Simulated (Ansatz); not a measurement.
Cartesian coordinates in Å:
```
C -0.4518 2.4095 0.6142
O -0.1986 1.3519 -0.2677
Mo 0.4389 -0.4018 -0.1466
C -1.0103 -1.7525 -0.8833
N 1.8262 -0.6946 -1.1318
N 0.6937 -0.9002 1.4902
H -1.3822 2.9030 0.3180
H 0.3594 3.1429 0.5635
H -0.5504 2.0584 1.6467
H -1.2173 -1.5030 -1.9277
H -0.6633 -2.7847 -0.8273
H -1.9215 -1.6496 -0.2876
H 2.7835 -0.9045 -1.3737
H 1.2939 -1.2748 2.2131
```

Total charge 0; spin multiplicity 1. Mo: def2 effective core potential.

Question: List the B3LYP/def2-TZVPP orbital energies in eV (Ansatz 0.2.0). (Estimate.)

Answer: The calculation gave: Occupied: -520.79, -389.36, -389.18, -278.20, -276.21, -71.52, -44.61, -44.47, -44.05, -27.25, -21.23, -20.99, -18.50, -18.32, -13.12, -12.76, -12.66, -12.48, -12.13, -11.01, -10.93, -9.23, -8.98, -8.58, -8.29, -7.87, -7.38, -7.16. Lowest empty: -1.58, -0.99, -0.25, 0.03, 0.16, 0.53, 0.90, 0.97.

B3LYP here is the variant with VWN-RPA as its local correlation; programs differ in this.
